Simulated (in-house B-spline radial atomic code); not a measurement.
Ionising Kr+ with different functionals

Computed with a radial B-spline atomic code at the basis-set limit: non-relativistic Hamiltonian, point nucleus, spin-polarised at highest spin, spherical fractional occupations for the functionals, and exact exchange of hybrids averaged over the configuration. The ionisation energy is the difference of two self-consistent energies, [Ar] 3d10 4s2 4p5 → [Ar] 3d10 4s2 4p4, without Breit or QED terms; ε is the level of the shell that loses the electron (its least bound occupied spin orbital). There is no spin-orbit coupling in this Hamiltonian.

```json
{"method": "PBE0", "rung": "global hybrid", "ΔSCF (eV)": "24.39", "-ε(4p) (eV)": "20.62"}
{"method": "B3LYP", "rung": "global hybrid", "ΔSCF (eV)": "24.47", "-ε(4p) (eV)": "20.35"}
{"method": "TPSSh", "rung": "global hybrid", "ΔSCF (eV)": "?", "-ε(4p) (eV)": "?"}
{"method": "M06-2X", "rung": "global hybrid", "ΔSCF (eV)": "24.42", "-ε(4p) (eV)": "22.30"}
{"method": "BHandHLYP", "rung": "global hybrid", "ΔSCF (eV)": "24.30", "-ε(4p) (eV)": "21.99"}
{"method": "r2SCAN0", "rung": "global hybrid", "ΔSCF (eV)": "24.51", "-ε(4p) (eV)": "20.81"}
{"method": "B97-1", "rung": "global hybrid", "ΔSCF (eV)": "24.33", "-ε(4p) (eV)": "20.31"}
{"method": "HSE06", "rung": "range-separated hybrid", "ΔSCF (eV)": "?", "-ε(4p) (eV)": "?"}
{"method": "wB97X", "rung": "range-separated hybrid", "ΔSCF (eV)": "24.30", "-ε(4p) (eV)": "23.11"}
{"method": "CAM-B3LYP", "rung": "range-separated hybrid", "ΔSCF (eV)": "24.48", "-ε(4p) (eV)": "22.13"}
{"method": "LC-wPBE", "rung": "range-separated hybrid", "ΔSCF (eV)": "24.49", "-ε(4p) (eV)": "23.66"}
```

Task: What does TPSSh give?

Result: ΔSCF 24.44 eV, and -ε(4p) = 19.79 eV.

Task: What does HSE06 give?

Result: ΔSCF 24.39 eV, and -ε(4p) = 20.19 eV.

Task: Among the functionals, which spreads more, the ΔSCF values or the orbital energies?

Result: The orbital energies: ΔSCF values span about 0.21 eV and the orbital energies 3.87 eV; here energy differences depend much less on the functional than eigenvalues do.

Task: How do they compare with the NIST value?

Result: NIST lists 24.360 eV (measured, ground level to ground level). Errors run from -0.06 to +0.15 eV; B97-1 is closest (-0.03 eV), but part of that can be cancellation, since the calculations leave out relativity, Breit-QED terms, multiplet and fine-structure energies.
